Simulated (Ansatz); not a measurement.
Species: C$_{3}$H$_{2}$O, charge 0, multiplicity 1. SMILES: c1(=O)cc1
Structure (B3LYP-D3(BJ)/def2-TZVP (Ansatz, a first-principles code) minimum search):
```xyz
6

O      1.5195    -0.1901     0.0624
C      0.3298    -0.0413     0.0135
C     -1.0024    -0.5494    -0.0487
C     -0.8370     0.7796    -0.0268
H     -1.7398    -1.3393    -0.0889
H     -1.3582     1.7270    -0.0382
```
Charge 0, spin multiplicity 1.

Wanted: atomisation energy, in kcal/mol. Set-up: open shells spin-unrestricted; six Cartesian d functions in 6-31G* and its kin unless marked 5d; non-relativistic; valence correlation only; atomisation electronic, to ground-state atoms; dispersion terms only where a functional's name holds one; spin-orbit terms left out. CBS(X,Y): correlation extrapolated as X^-3; Hartree-Fock from the larger set. [CCSD(T)-MP2]/basis is that difference in the basis named. First-principles rows: single points at B3LYP-D3(BJ) geometries (Ansatz).

```json
[
 {"species": "O=c1cc1", "coefficient": "-1", "E at PBE/6-31G* (Ansatz), Eh": "-190.42226", "E at PBE0/def2-TZVPD (Ansatz), Eh": "-190.50248"},
 {"species": "C atom", "coefficient": "+3", "E at PBE/6-31G* (Ansatz), Eh": "-37.78288", "E at PBE0/def2-TZVPD (Ansatz), Eh": "-37.80543"},
 {"species": "H atom", "coefficient": "+2", "E at PBE/6-31G* (Ansatz), Eh": "-0.49743", "E at PBE0/def2-TZVPD (Ansatz), Eh": "-0.50104"},
 {"species": "O atom", "coefficient": "+1", "E at PBE/6-31G* (Ansatz), Eh": "-74.97380", "E at PBE0/def2-TZVPD (Ansatz), Eh": "-75.01925"}
]
```

Coupled cluster (Ansatz) is a level with limits of its own, used here on species with T1 under 0.025 (0.045 for open shells) and stable references: RI-MP2/CBS(aug-cc-pVTZ,aug-cc-pVQZ)+[CCSD(T)-MP2]/aug-cc-pVTZ. Value to compare with, RI-MP2/CBS(aug-cc-pVTZ,aug-cc-pVQZ)+[CCSD(T)-MP2]/aug-cc-pVTZ (Ansatz): 654.4 kcal/mol. 1 Eh = 627.5095 kcal/mol.

Compute it at each level from the table, and compare with RI-MP2/CBS(aug-cc-pVTZ,aug-cc-pVQZ)+[CCSD(T)-MP2]/aug-cc-pVTZ (Ansatz).


- PBE/6-31G*: the sum of coefficient times E is 1.10496 Eh, or 693.37 kcal/mol. Result: 693.4 kcal/mol. Its difference against RI-MP2/CBS(aug-cc-pVTZ,aug-cc-pVQZ)+[CCSD(T)-MP2]/aug-cc-pVTZ (Ansatz) is 39.0 kcal/mol.
- PBE0/def2-TZVPD: the sum of coefficient times E is 1.06486 Eh, or 668.21 kcal/mol. Result: 668.2 kcal/mol. Its difference against RI-MP2/CBS(aug-cc-pVTZ,aug-cc-pVQZ)+[CCSD(T)-MP2]/aug-cc-pVTZ (Ansatz) is 13.8 kcal/mol.
